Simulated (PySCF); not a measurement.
Compound: [WOCl4]- (charge -1 and doublet state).
Structure used (PBE0-D3(BJ)/def2-SVP), in Å, numbered top down from 1:
```
atom  x, y, z in Å
W1     0.0001   -0.0001    0.1575
O2     0.0007   -0.0034    1.8389
Cl3    2.2744    0.0011   -0.5027
Cl4   -0.0006    2.2776   -0.4925
Cl5   -2.2748    0.0003   -0.5008
Cl6    0.0002   -2.2755   -0.5005
```

Theory: PySCF, PBE0-D3(BJ)/def2-SVP geometry optimisation, gas phase, def2 core potentials past Kr.

Problem. Which atoms are bound to W1, and at what distances?

Solution. 5 atoms: O2 1.681 Å, Cl3 2.368 Å, Cl5 2.368 Å, Cl6 2.369 Å, Cl4 2.369 Å.

Problem. List the angles at W1.

Solution. 
```csv
angle,degrees,distance of the outer atoms (Å)
Cl4–W1–Cl6,147.9,4.55
Cl3–W1–Cl5,147.7,4.55
O2–W1–Cl3,106.2,3.26
O2–W1–Cl5,106.2,3.26
O2–W1–Cl4,106.0,3.26
O2–W1–Cl6,106.0,3.26
Cl3–W1–Cl4,85.6,3.22
Cl4–W1–Cl5,85.6,3.22
Cl3–W1–Cl6,85.6,3.22
Cl5–W1–Cl6,85.6,3.22
```

Problem. What is the shape at W1?

Solution. Square pyramidal: τ5 = (β − α)/60° = 0.00 from the two widest angles, 147.9° and 147.7° (0 for a square pyramid, 1 for a trigonal bipyramid).

Problem. What are the rotational constants (commonest isotopes, rigid rotor)?

Solution. A = 1111, B = 1109, C = 697.7 MHz: an oblate symmetric top.

Point group: C4v (tolerance 0.08 Å). Charge -1, doublet. ⟨S²⟩ = 0.756 (exact for a doublet: 0.75). The geometry's basis has no diffuse functions, a weakness for an anion. No PBE0-D3(BJ)/def2-SVP frequencies stand behind this structure, so it isn't proved a minimum.

Time: 86 s of wall time. Hardware: Arm Neoverse V1, one thread, no GPU, shared host. That covers the optimisation of the geometry.

Caution for open-shell metal species: one SCF solution and one stationary point were followed, and a lower state or a bent or distorted shape isn't ruled out.
